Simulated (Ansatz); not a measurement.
`C=C(F)[SiH](O)F` + `N[CH](F)[GeH3]` → `C=C(F)[SiH2]O` + `N[C](F)(F)[GeH3]`  (redistribution)

Gas-phase electronic energies from Ansatz, PBE0-D4/def2-TZVP geometries. CCSD(T)/CBS adds triple-zeta CCSD(T) − MP2 to the extrapolated MP2 energy (def2 sets, frozen cores). DFT in def2-TZVPP. For Ge outer-core shells are correlated without core-valence functions, which leaves a few kJ/mol of doubt a bond. Scalar relativity is left out up to krypton. One conformer a species, not always the lowest.

**Question.** Is it downhill or uphill in electronic energy at CCSD(T)/CBS, and by how much? (Best estimate.)

**Answer.** Computed: Uphill: ΔE = +214.5 kJ/mol.

**Question.** What do these levels give: ωB97M-V, PBE, HF/def2-TZVPP, MP2/def2-TZVPP, SCS-MP2/def2-TZVPP, CCSD(T)/def2-TZVPP, HF/def2-QZVPP, MP2/def2-QZVPP, SCS-MP2/def2-QZVPP, HF/CBS(def2), MP2/CBS(def2), CCSD/CBS(def2)? (Estimate.)

**Answer.** Computed: ωB97M-V 205.7, PBE 194.3, HF/def2-TZVPP 211.1, MP2/def2-TZVPP 218.9, SCS-MP2/def2-TZVPP 215.7, CCSD(T)/def2-TZVPP 209.5, HF/def2-QZVPP 213.0, MP2/def2-QZVPP 222.5, SCS-MP2/def2-QZVPP 219.5, HF/CBS(def2) 213.3, MP2/CBS(def2) 223.9, CCSD/CBS(def2) 216.5 kJ/mol.

Largest T1 diagnostic among the species: 0.012.

From PBE to PBE0 (25 % exact exchange), in def2-TZVPP and without D4, ΔE moves by +5.7 kJ/mol.
